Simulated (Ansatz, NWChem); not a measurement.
## InSiH4F (SMILES [F][InH][SiH3]): the electronic atomisation energy, rung by rung

InSiH4F has 7 atoms, charge 0, and is taken as a singlet. SMILES: `[F][InH][SiH3]`. The shape is that of a PBE0-D4/def2-TZVP optimisation.

Each level gives the electronic atomisation energy (eV). The values are calculated. Electronic energies at fixed atoms, without zero-point motion or spin-orbit coupling.

```json
{"level": "SVWN5/def2-SVP (core potential)", "kind": "LDA", "program": "Ansatz", "value (eV)": "21.14", "CPU time (all runs)": "6.4 s"}
{"level": "BLYP/def2-SVP (core potential)", "kind": "GGA", "program": "Ansatz", "value (eV)": "18.28", "CPU time (all runs)": "8.1 s"}
{"level": "r2SCAN/def2-SVP (core potential)", "kind": "meta-GGA", "program": "Ansatz", "value (eV)": "18.76", "CPU time (all runs)": "21 s"}
{"level": "B3LYP/def2-SVP (core potential)", "kind": "global hybrid", "program": "NWChem", "value (eV)": "18.41", "CPU time (all runs)": "40 s"}
{"level": "PBE0/def2-SVP (core potential)", "kind": "global hybrid", "program": "NWChem", "value (eV)": "18.31", "CPU time (all runs)": "42 s"}
{"level": "wB97X/def2-SVP (core potential)", "kind": "range-separated hybrid", "program": "Ansatz", "value (eV)": "18.95", "CPU time (all runs)": "33 s"}
{"level": "PBE-QIDH/def2-SVP (core potential)", "kind": "double hybrid", "program": "Ansatz", "value (eV)": "18.21", "CPU time (all runs)": "11 s"}
{"level": "MP2/def2-SVP (core potential)", "kind": "perturbation theory", "program": "NWChem", "value (eV)": "17.70", "CPU time (all runs)": "44 s"}
{"level": "CCSD/def2-SVP (core potential)", "kind": "coupled cluster or CI", "program": "Ansatz", "value (eV)": "17.54", "CPU time (all runs)": "9.6 s"}
```

Correlated wave functions underbind in double-zeta sets. The values span 17.54 to 21.14 eV. In the correlated wave-function rows the outer d shell of In is correlated, in sets not made for it. In so small a basis fixed costs decide the times, and correlated methods can beat functionals. Times are those of the runs behind each value, whatever else they computed, on shared processors of several kinds: orders of magnitude only.
